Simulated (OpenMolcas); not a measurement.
## Lines of Co3+: computed and rescaled rates

| Property | Result |
| --- | --- |
| Program | OpenMolcas 26.06 |
| Method | MS-CASPT2, IPEA 0.25 Eh, imaginary shift 0.1 Eh (closed shells correlated: 3s 3p) |
| Basis | ANO-R3 [8s5p5d3f2g1h] |
| Scalar Hamiltonian | X2C, finite nucleus |
| Active space | 6 electrons in 5 orbitals (3d) |
| State averaging | 2S+1 = 5 even, 5 roots; 2S+1 = 3 even, 45 roots; 2S+1 = 1 even, 50 roots |
| Spin-orbit coupling | state interaction with AMFI integrals over the reference wave functions, term energies averaged over their components |

Rates come from the transition moments of the reference wave functions (E1 and E2 in the length form). At fixed line strength A goes as λ^-3 for E1 and M1 and as λ^-5 for E2, so a rate at the computed wavelength can be rescaled to the measured one. Measured vacuum wavelengths follow from level energies in Sugar and Corliss, J. Phys. Chem. Ref. Data 10, 1097 (1981). Branching counts decays inside the model space alone, at computed energies, and the table is only a selection of the E2 and M1 lines, drawn from those between levels with measured partners whose computed energy lies within a factor of 1.5 of the measured one.

```csv
Upper,Lower,Type,λ computed (nm),λ measured (nm),A computed (s-1),A rescaled (s-1),Branching %
3d⁶ ³H₅,3d⁶ ³H₆,M1,33520,28380,6.92e-04,1.14e-03,94.3
3d⁶ ⁵D₂,3d⁶ ⁵D₃,M1,23080,22800,5.28e-03,5.48e-03,100.0
3d⁶ ⁵D₃,3d⁶ ⁵D₄,M1,15960,15650,8.56e-03,9.08e-03,100.0
3d⁶ ³G₄,3d⁶ ³F₄(1),M1,2318,2383,7.37e-02,,45.9
3d⁶ ³G₅,3d⁶ ³H₆,M1,1864,1872,8.40e-02,,45.5
3d⁶ ³G₃,3d⁶ ³H₄,M1,1767,1787,9.38e-02,,40.5
3d⁶ ¹G₄(1),3d⁶ ³F₄(1),M1,853.4,886,5.43e-01,,38.7
3d⁶ ¹I₆,3d⁶ ³H₅,M1,829.4,839.6,1.36e-01,,39.4
3d⁶ ¹I₆,3d⁶ ³H₆,M1,809.4,815.4,2.09e-01,,60.4
3d⁶ ¹S₀(1),3d⁶ ³P₁(1),M1,587.1,598.3,2.88e+00,,100.0
3d⁶ ¹D₂(1),3d⁶ ³F₃(1),M1,577.1,602.2,5.67e-01,,40.9
3d⁶ ³P₂(1),3d⁶ ⁵D₃,M1,456,449.6,1.01e+00,,91.1
3d⁶ ³P₁(1),3d⁶ ⁵D₂,M1,428.7,422.8,1.29e+00,,77.8
3d⁶ ³H₆,3d⁶ ⁵D₄,E2,422.4,422.3,1.14e-05,,100.0
3d⁶ ³H₄,3d⁶ ⁵D₄,M1,413.6,412,3.44e-02,,84.6
3d⁶ ³F₂(1),3d⁶ ⁵D₂,M1,403.8,401.7,2.34e-01,,56.8
3d⁶ ³F₃(1),3d⁶ ⁵D₃,M1,400.5,398.5,5.88e-01,,65.7
3d⁶ ³F₄(1),3d⁶ ⁵D₄,M1,395.6,393.8,1.06e+00,,84.1
3d⁶ ¹G₄(2),3d⁶ ¹I₆,E2,305.8,312.8,2.70e+00,2.41e+00,54.9
3d⁶ ³D₂,3d⁶ ⁵D₂,M1,283,283.5,2.52e-01,,37.5
3d⁶ ³F₂(2),3d⁶ ³H₄,E2,274.7,281.9,2.61e+00,2.29e+00,38.7
3d⁶ ³P₀(2),3d⁶ ³P₂(1),E2,273.9,282.2,1.89e+00,1.63e+00,46.4
3d⁶ ³D₃,3d⁶ ⁵D₄,M1,273.3,273.6,5.26e-01,,55.9
3d⁶ ³F₃(2),3d⁶ ³H₅,E2,272.3,278.8,2.57e+00,2.28e+00,38.1
3d⁶ ¹D₂(2),3d⁶ ¹G₄(1),E2,180.2,183.4,2.19e+01,2.01e+01,62.0
```

Spin-changing lines and M1 lines between different terms are not rescaled, since their strength hangs on the term gaps too.

The largest correction is for 3d⁶ ³H₅ → 3d⁶ ³H₆ (M1): 6.92e-04 × (33520 / 28380)^3 = 1.14e-03 s-1, a factor of 1.65.

These are rates of the free ion; in crystals, glasses and complexes forced electric-dipole and non-radiative decay shorten such lifetimes by orders of magnitude. No measured rate stands beside these. Rescaling mends the energy factor alone: line strengths can still be far off where a level mixes with configurations outside the active space, and weak or spin-changing lines hang on small mixing coefficients that depend on the term gaps too, so rescaling need not improve them.

CASPT2 breaks the degeneracy within a term, and the mean is taken; among the terms shown or strongly mixed into the levels shown the widest spread is 1100 cm-1 (3d⁶ ¹I). The CASPT2 spread within a term exceeds the gap to the next term for 3d⁶ ¹I and 3d⁶ ³D, 3d⁶ ³D and 3d⁶ ¹G(1), 3d⁶ ³P(2) and 3d⁶ ³F(2), so the order of their levels is uncertain, and so are names and mixing where such terms share a J. Measured partners are found by configuration, term and J. A level has none where our copy of the source lacks it or the pairing is in doubt (some pairs that miss far off the trend of their configuration count as doubtful). Levels of configurations outside the active space are missing.

A number in round brackets counts repeated terms of one configuration in the order of the reference energies.
